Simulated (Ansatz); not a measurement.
`[NH2][Nb](=[O])([F])[Cl]` + H–F → `[O]=[Nb]([F])([F])[Cl]` + NH₃ at 700 K and 1 bar (ligand exchange at the Nb–N bond).

Isolated molecules relaxed with PBE0-D4/def2-TZVP in Ansatz; ΔE leaves out vibrations. CCSD(T)/CBS is the MP2 limit (def2-TZVPP, def2-QZVPP) plus CCSD(T) − MP2 in def2-TZVPP, frozen cores. This one scheme is used for every species. def2 core potentials past Kr. For Nb outer-core shells are correlated without core-valence functions, which leaves a few kJ/mol of doubt a bond. Each species was taken in one conformer, which may not be the lowest.

| species | CCSD(T)/CBS energy (Eh) | H − E (kJ/mol) | S (J/(mol·K)) |
| --- | --- | --- | --- |
| `[NH2][Nb](=[O])([F])[Cl]` | -747.79482 | 152.9 | 451.9 |
| H–F | -100.39570 | 45.2 | 198.5 |
| `[O]=[Nb]([F])([F])[Cl]` | -791.70274 | 80.7 | 422.7 |
| NH₃ | -56.50880 | 116.9 | 226.5 |

H − E and S are ideal-gas, rigid-rotor, harmonic terms from PBE0-D4/def2-TZVP, for one conformer and one mirror image of each species. 1 Eh = 2625.50 kJ/mol, R = 8.31446 J/(mol·K).

Q: By hand: ΔE, ΔH, ΔS and ΔG.

A: ΔE = (-791.70274) + (-56.50880) − (-747.79482) − (-100.39570) = -0.02102 Eh = -55.2 kJ/mol. Δ(H − E) = 80.7 + 116.9 − 152.9 − 45.2 = -0.5, so ΔH = -55.7 kJ/mol. ΔS = 422.7 + 226.5 − 451.9 − 198.5 = -1.2 J/(mol·K). ΔG = -55.7 − 700 × (-1.2)/1000 = -54.9 kJ/mol.

Q: By hand: the equilibrium constant, and the temperature at which ΔG would vanish if ΔH and ΔS stayed fixed.

A: log₁₀ K = −ΔG/(RT ln 10) = 4.1. ΔG = 0 at ΔH/ΔS = 46417 K, far beyond where these terms or the molecules hold.

The number of gas molecules stays the same, so ΔS is small and ΔH decides. A doubt of 5 kJ/mol in ΔE shifts log₁₀ K by 0.4 here. Other conformers and mirror images would add mixing entropy, several J/(mol·K) or more a flexible species. These are equilibria of isolated gas molecules and say nothing of rates. Largest T1 diagnostic: 0.022 (customary marks: 0.02 for closed shells, 0.045 for open ones).
